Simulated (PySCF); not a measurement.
(H2Al-mu-Br)2.
Cartesian coordinates in Å at the PBE0-D3(BJ)/def2-SVP level; atoms count from 1:
```xyz
8
Al2Br2H4 angstrom
Al    -0.7579   -0.5254    1.4220
H     -1.0404   -2.0775    1.4645
H     -1.1019    0.5498    2.5236
Br     1.6069   -0.2136    0.7748
Al     0.7929    0.4986   -1.4452
H      1.0744   -0.6730   -2.4645
H      1.1392    2.0287   -1.6102
Br    -1.5750    0.3268   -0.7486
```

Computed with TDDFT PBE0/def2-SVPD, vertical, gas phase, core orbitals frozen in the response in PySCF 2.14.0, density-fitted response routines. Relativistic effects, spin–orbit coupling among them, are left out although an element past zinc is present.

Transition dipole moments from the ground state, in atomic units and in the frame of the coordinates above (overall signs are arbitrary), for the states with f of 0.002 or more among the lowest 13:

| state | E (eV) | μx | μy | μz |
| --- | --- | --- | --- | --- |
| S4 | 6.812 | -0.001 | 0.177 | 0.062 |
| S6 | 7.057 | 0.000 | -0.252 | -0.090 |
| S7 | 7.168 | 0.000 | -0.412 | -0.147 |
| S13 | 7.619 | 0.000 | -0.798 | -0.284 |

Task: Work out the oscillator strengths.

Result: f = (2/3) ΔE |μ|² with ΔE in hartree (27.2114 eV).

```
state  |μ|² (au)  |μ| (D)      f
   S4      0.035     0.48  0.006
   S6      0.072     0.68  0.012
   S7      0.192     1.11  0.034
  S13      0.718     2.15  0.134
```

Task: What angle do the transition dipoles of S6 and S13 make?

Result: |cos θ| = |μa·μb| / (|μa| |μb|) = 1.00, so θ ≈ 0° (taken between 0 and 90°, since the signs are arbitrary).

Task: What peak molar absorption coefficient would the strongest computed level give as a lone Gaussian band 0.5 eV wide at half height?

Result: ε(max) = 2.175×10⁸ f / FWHM, with the width in cm⁻¹. S13: 2.175×10⁸ × 0.1340 / 4033 ≈ 7200 L mol⁻¹ cm⁻¹.

All these states lie below the vertical ionisation energy of 9.98 eV (ΔSCF).

One conformer stands for the species.
